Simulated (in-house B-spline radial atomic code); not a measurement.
Tc⁺. Computed with a B-spline radial atomic code. Model: non-relativistic spherical atom: semilocal Troullier-Martins pseudo-atom, one channel per l, against all electrons, high spin, G0W0 and RPA with empty states to l = 8, local potential for every l without a channel, a model core (radius 0 = none) keeps its share of the functional.

Without relativity these are model numbers for so heavy an element.

What the tables leave out is listed at the end.

The pseudopotential gives back the lowest level of each angular momentum of its own functional in the configuration it was made in; a second state of the same l is only approximately right. Exact exchange, RPA and GW see the smooth pseudo-orbitals and miss the exchange with the core, for which the functional's share stands in. The column with an uncorrelated core keeps all orbitals and exact exchange, and so separates missing core correlation from pseudisation. Only the three outermost levels and the lowest empty one were computed. RPA here is direct RPA, with no exchange kernel, and its energies carry an (l + 1/2)⁻⁴ tail. A hybrid on a potential with a model core restores only its own semilocal share of the core's exchange.

Command:
```bash
python run_psgw.py task.json out
```
Settings (lengths in bohr, energies in hartree):
```
Z                      43
electrons              42
configuration          [Kr] 4d5 5s1
generated_in           [Kr] 4d5 5s1
functional             pbe,pbe
core_shells            8
radius_factor          1.3
core_correction        True
ion_configuration      [Kr] 4d5
```

Run time, properties included: 70 s on 1 thread of Arm Neoverse N1, on a shared host.

Given: made with PBE; model core radius 1.436 bohr; local radius 1.89 bohr; mean-field start PBE.

Valence shells of the generating configuration: 4d, 5s.

Channel: s 3.4, p 3.4, d 1.623 (radii in bohr).

Computed: largest level miss in the spin-unpolarised generating configuration 0 eV; valence RPA correlation energy pseudo -0.30085 hartree; all-electron RPA polarisability, core included 28.242 bohr³; pseudo-atom RPA polarisability 28.105 bohr³; ionisation by mean-field all-electron 15.029 eV; ionisation by mean-field pseudo minus all 0.059 eV; ionisation by RPA pseudo minus all 0.922 eV.

```
level  occupied  mean-field all-electron (eV)  mean-field pseudo minus all (eV)  G0W0 all-electron (eV)  G0W0 uncorrelated core minus all (eV)  G0W0 pseudo minus all (eV)  exchange self-energy all-electron (eV)  exchange self-energy pseudo (eV)
5s up         1                       -11.676                            -0.022                 -15.321                                  0.188                      -0.389                                 -11.895                           -10.843
```

Task: What is the ionisation by RPA all-electron?

Result: 15.265 eV.

Task: What is the valence RPA correlation energy all-electron orbitals?

Result: -0.20593 hartree.

Given: mean-field start PBE0.

Computed: valence RPA correlation energy all-electron orbitals -0.18851 hartree; valence RPA correlation energy pseudo -0.28546 hartree; pseudo-atom RPA polarisability 24.75 bohr³; ionisation by mean-field all-electron 14.757 eV; ionisation by mean-field pseudo minus all 0.361 eV; ionisation by RPA all-electron 15.122 eV.

```tsv
level	occupied	mean-field all-electron (eV)	mean-field pseudo minus all (eV)	G0W0 all-electron (eV)	G0W0 uncorrelated core minus all (eV)	G0W0 pseudo minus all (eV)	exchange self-energy all-electron (eV)	exchange self-energy pseudo (eV)
5s up	1	-12.323	-0.32	-15.227	0.19	-0.673	-11.742	-10.981
4d up	1	-17.485	1.109	-21.345	0.1	2.697	-29.916	-18.853
```

Task: What is the all-electron RPA polarisability, core included?

Result: 24.718 bohr³.

Task: What is the ionisation by RPA pseudo minus all?

Result: 1.051 eV.

Among the listed levels the largest G0W0 shift of the pseudo-atom is +2.70 eV, for 4d up on the PBE0 start, while leaving the core uncorrelated moves that level by +0.10 eV. So pseudisation and the lost core exchange, not the missing core correlation, make the error. Not in the tables (levels of low weight, unsolved or above zero; the highest and the empty levels are kept at any weight): on PBE the G0W0 levels 4d up (pseudo minus all +2.14 eV, weights 0.85 and 0.41), 4d down (pseudo minus all -7.99 eV, weights 0.92 and 0.82); on PBE0 the G0W0 levels 4d down (pseudo minus all -5.42 eV, weights 0.93 and 0.89); no Hartree-Fock pseudo-atom is run with a model core.
